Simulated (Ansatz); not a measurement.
Rb2F3⁻. Total charge -1; triplet. Geometry PBE0-D4/def2-SVPD.

Cartesian coordinates in Å:
```
Rb -0.322 -0.140 -2.946
Rb 0.116 0.053 1.062
F 1.536 -0.363 -0.992
F -1.726 0.245 -0.664
F 0.395 0.205 3.540
```

In the def2 sets Rb takes a core potential; there is no spin–orbit coupling. LC-ωPBE has ω = 0.4 bohr⁻¹. B3LYP takes the VWN-RPA correlation. At LDA (SPW92)/def2-TZVPD, PBE-D4/def2-TZVPD, B3LYP-D4/def2-TZVPD, CAM-B3LYP-D4/def2-TZVPD the highest occupied level of the charge -1 triplet lies above zero (up to 0.78 eV). It is a level of α spin, whose loss leaves a doublet; that state wasn't run at this geometry and level. The electron is either unbound and held by the finite basis, or the level is raised by self-interaction error. At LDA (SPW92)/def2-TZVPD, PBE-D4/def2-TZVPD the gap within one spin of the charge -1 triplet nearly closes, so an electron or hole may be smeared out by delocalisation error. At PBE0-D4/def2-TZVPD a singlet of charge -1 lies 3.98 eV below the triplet, each at its own geometry. The structure comes from a short search, and lower isomers may exist.

Question: Estimate the α-spin orbital energies around the gap (eV) in Ansatz with LDA (SPW92)/def2-TZVPD, PBE-D4/def2-TZVPD, B3LYP-D4/def2-TZVPD, CAM-B3LYP-D4/def2-TZVPD, LC-ωPBE/def2-TZVPD.

Answer: 
| orbital | LDA (SPW92)/def2-TZVPD | PBE-D4/def2-TZVPD | B3LYP-D4/def2-TZVPD | CAM-B3LYP-D4/def2-TZVPD | LC-ωPBE/def2-TZVPD |
| --- | --- | --- | --- | --- | --- |
| HOMO−5 | -4.71 | -4.55 | -6.41 | -8.05 | -8.68 |
| HOMO−4 | -4.62 | -4.40 | -5.99 | -7.68 | -8.49 |
| HOMO−3 | -4.51 | -4.30 | -5.90 | -7.59 | -8.40 |
| HOMO−2 | -4.48 | -4.26 | -5.86 | -7.54 | -8.34 |
| HOMO−1 | -4.47 | -4.26 | -5.85 | -7.53 | -8.31 |
| HOMO | 0.76 | 0.78 | 0.60 | 0.08 | -0.36 |
| LUMO | 1.51 | 1.47 | 1.78 | 2.20 | 2.38 |
| LUMO+1 | 1.59 | 1.55 | 1.81 | 2.28 | 2.39 |
| LUMO+2 | 1.66 | 1.64 | 1.93 | 2.34 | 2.42 |
| LUMO+3 | 2.00 | 1.93 | 2.17 | 2.39 | 2.43 |
| LUMO+4 | 2.04 | 1.98 | 2.18 | 2.46 | 2.69 |
| LUMO+5 | 2.14 | 2.09 | 2.23 | 2.61 | 2.86 |
| β HOMO | -4.16 | -3.89 | -4.67 | -6.04 | -7.17 |
| β LUMO | -4.07 | -3.78 | -3.72 | -3.31 | -3.11 |
